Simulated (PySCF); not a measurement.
## C₆ coefficients of unlike pairs at PBE

Calculated with PySCF 2.14 from the dipole response of each species, C₆(A,B) = (3/π) ∫ α_A(iu) α_B(iu) du, in atomic units, from isotropic polarisabilities. For ions this is the dispersion term alone; charge-induced terms of lower order in 1/R come first.

```
species           configuration                                                                         basis      relativity  α (bohr³)  C₆ (like pair)
     As  [Ar] 3d10 4s2 4p3 (4S)                                                        def2-TZVPPD (7s5p5d1f)            none      30.81           255.1
     Te  [Kr] 4d10 5s2 5p4 (3P)  x2c-TZVPPall with one added diffuse shell each of s, p, d, f type (9s7p5d3f)   spin-free X2C      40.73           448.6
   Si²⁺           [Ne] 3s2 (1S)                                                  aug-cc-pV(Q+d)Z (7s6p5d3f2g)            none      11.68           39.99
    Tc⁺       [Kr] 4d5 5s1 (7S)                                     aug-cc-pVTZ-PP with ECP28MDF (6s6p5d3f2g)  core potential      33.68           251.1
```

(1) Estimate C₆ for Tc⁺ with As.

No spin-orbit coupling is included.

The other pairs:

```csv
pair,C₆
"Si²⁺, Te",133.8
"Si²⁺, As",100.9
"Te, As",337.9
"Tc⁺, Te",334.6
"Tc⁺, Si²⁺",99.50
```

Answers

(1) The integral gives 251.8. The combination rule 2 C_A C_B / (C_A α_B/α_A + C_B α_A/α_B) gives 251.9 and the geometric mean 253.1.
